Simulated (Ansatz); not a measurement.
Input for Ansatz (an electronic-structure program): U-r2SCAN/def2-TZVPP on BrHZn (SMILES [ZnH][Br]), a point of a bond scan (R = 7.225 Å).

Ansatz 0.2 input:
```yaml
crystal:
  periodic: [false, false, false]
  atoms:
    - {symbol: Zn, position_ang: [-0.00000000, -0.00000000, -1.17426818]}
    - {symbol: H, position_ang: [-0.00000000, -0.00000000, -2.69787527]}
    - {symbol: Br, position_ang: [0.00000000, 0.00000000, 6.05090273]}
basis:
  gaussian:
    orbitals: def2-TZVPP
hamiltonian:
  xc: {name: r2SCAN}
magnetization: {spin_polarized: true, initial_magnetization: 0}
```

The log:

```
WARN ansatz: RAYON_NUM_THREADS=1 ignored (pool sized by the plan → 1); use --threads N
Functional definition: r2SCAN
integrals: 0.04 GiB planned
934 factors; their error is unknown
mean field: 0.39 GiB planned
mean field evaluation 1: about -118472.1195 eV, gradient 3.5e1 eV
mean field evaluation 2: about -118235.6089 eV, gradient 1.2e2 eV
mean field evaluation 4: about -118462.7947 eV, gradient 2.6e1 eV
mean field evaluation 8: about -118475.5671 eV, gradient 9.7e0 eV
mean field evaluation 16: about -118478.3444 eV, gradient 2.5e-2 eV
mean field evaluation 32: about -118478.8798 eV, gradient 1.5e0 eV
mean field evaluation 64: about -118478.9051 eV, gradient 1.5e-4 eV
mean field evaluation 96: about -118478.5847 eV, gradient 3.8e0 eV
mean field evaluation 128: about -118478.3138 eV, gradient 9.1e-4 eV
mean field evaluation 160: about -118478.3501 eV, gradient 6.9e0 eV
mean field evaluation 192: about -118477.7141 eV, gradient 6.3e0 eV
mean field evaluation 224: about -118478.8702 eV, gradient 9.1e-1 eV
mean field -118478.90508531 eV, -4354.0194539988 hartree, gradient 1.4e-6 eV, S^2 0.780847; 18 other end points of the search recorded, 0 dependent functions left out
reference -118478.90510576 eV, -4354.0194547504 hartree; 33, 33 occupied and 93, 93 virtual orbitals, 934 factors
Total energy: -118478.90510576 eV, -4354.0194547504 hartree
```

The run converged. Its determinant has ⟨S²⟩ = 0.78, a mixture of spin states.

Cost: very roughly 2.8 core-minutes.
